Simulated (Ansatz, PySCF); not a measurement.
AgF, SMILES [F][Ag], multiplicity 1. Atoms are numbered in the order given.

```xyz
2

Ag     0.0000     0.0000    -0.3217
F      0.0000     0.0000     1.6798
```
Charge 0, spin multiplicity 1.

Coordinates come from a B3LYP-D3(BJ)/def2-TZVPD optimisation. The spin state was assumed, not searched. The def2 effective core potentials stand for the cores of Ag; spin–orbit coupling is left out.

Vertical ionisation energy (IE) and electron affinity (EA) in eV. Rows of orbital energies are one-electron estimates. Where ΔSCF, EOM or ADC give a negative EA the extra electron is unbound and the value depends on the basis.

```csv
level,IE,EA
"−ε(HOMO), −ε(LUMO), HF/def2-TZVPD (PySCF)",11.79,0.50
"−ε(HOMO), −ε(LUMO), r2SCAN/def2-TZVPD (PySCF)",6.80,3.93
"−ε(HOMO), −ε(LUMO), PBE/def2-TZVPD (PySCF)",6.60,4.25
"ΔSCF, CAM-B3LYP/def2-TZVPD (Ansatz), final states of multiplicity 2 and 2",10.89,1.45
"ΔSCF, PBE/def2-TZVPD (Ansatz), final states of multiplicity 2 and 2",10.77,1.45
```

**Question.** What vertical singlet–triplet gap does ΔSCF give with CAM-B3LYP/def2-TZVPD (Ansatz, an electronic-structure program) and with PBE/def2-TZVPD (Ansatz)? (An estimate is asked for; the answer gives what the named calculation found.)

**Answer.** 2.77 and 2.51 eV (triplet above singlet where positive).
